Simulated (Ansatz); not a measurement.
Reaction (ligand exchange at a Ge–N bond): `[SiH3][N]([SiH3])[Ge][Cl]` + `CNC` → `C[N](C)[Ge][Cl]` + `[SiH3]N[SiH3]`

Program: Ansatz. Geometries: PBE0-D4/def2-TZVP. ΔE: electronic, gas phase. CCSD(T)/CBS adds triple-zeta CCSD(T) − MP2 to the extrapolated MP2 energy (def2 sets, frozen cores). This one scheme is used for every species. Functionals use def2-TZVPP. For Ge outer-core shells are correlated without core-valence functions, which leaves a few kJ/mol of doubt a bond. Scalar relativity is left out up to krypton. Each species was taken in one conformer, which may not be the lowest.

```tsv
species	r2SCAN-D4 energy (Eh)
`[SiH3][N]([SiH3])[Ge][Cl]`	-3174.58372
`CNC`	-135.12984
`C[N](C)[Ge][Cl]`	-2671.78065
`[SiH3]N[SiH3]`	-637.93610
```

Task: Work out ΔE.

Result: ΔE = (-2671.78065) + (-637.93610) − (-3174.58372) − (-135.12984) = -0.00319 Eh = -2.0 kcal/mol. CCSD(T)/CBS gives -1.1 kcal/mol.

Largest T1 diagnostic among the species: 0.014.

The D4 term adds +1.5 kcal/mol with B3LYP and +0.8 kcal/mol with PBE0; it sums over pairs of atoms, weighted by their polarisabilities, and B3LYP, whose exchange is more repulsive, gets the larger term. Leaving LDA and LC-ωPBE aside and taking each functional with its dispersion term where it has one, the values, not all of them listed here, spread over 2.1 kcal/mol, from B2PLYP to BHLYP-D4. LDA lies −0.7 kcal/mol from PBE without D4.

B3LYP here is the variant with VWN-RPA as its local correlation; programs differ in this.
